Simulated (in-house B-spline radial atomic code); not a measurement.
A radial electron density 4πr²n(r) was computed for an atom or ion in its tabulated ground configuration with a B-spline radial code for spherical atoms; method: Dirac-Hartree-Fock, average of configuration. Columns: r (bohr), 4πr²n(r) (electrons per bohr), bar.

```
 0.00185    1.499 #
 0.00226    2.142 ##
 0.00276    3.039 ###
 0.00337    4.276 ####
 0.00412    5.971 #####
 0.00504    8.246 #######
 0.00616    11.21 #########
 0.00752    14.94 ############
 0.00919    19.52 ################
  0.0112    24.76 ####################
  0.0137    30.56 #########################
  0.0168    36.37 ##############################
  0.0205    41.19 ##################################
   0.025    44.28 ####################################
  0.0306    44.96 #####################################
  0.0374    43.13 ####################################
  0.0457    39.87 #################################
  0.0558     37.3 ###############################
  0.0682    37.79 ###############################
  0.0834    42.37 ###################################
   0.102    49.12 ########################################
   0.124    53.41 ############################################
   0.152    51.24 ##########################################
   0.186    42.51 ###################################
   0.227    33.12 ###########################
   0.277    29.65 ########################
   0.339    33.16 ###########################
   0.414    37.23 ###############################
   0.506     34.9 #############################
   0.619    25.67 #####################
   0.756    15.19 #############
   0.924    8.423 #######
    1.13    6.085 #####
    1.38    5.707 #####
    1.69    5.028 ####
    2.06     3.62 ###
    2.52    2.045 ##
    3.07   0.9189 #
    3.76   0.3089 
    4.59  0.07784 
    5.61  0.01347 
    6.86 0.001475
```

Question: Which atom or ion is it?
A. Br
B. Kr
C. Se
D. Kr+

Answer: B. The area under the curve, ∫4πr²n dr = ∫r·4πr²n d(ln r) on this logarithmic grid, is 36 electrons, which only this option has. The configuration is [Ar] 3d10 4s2 4p6.
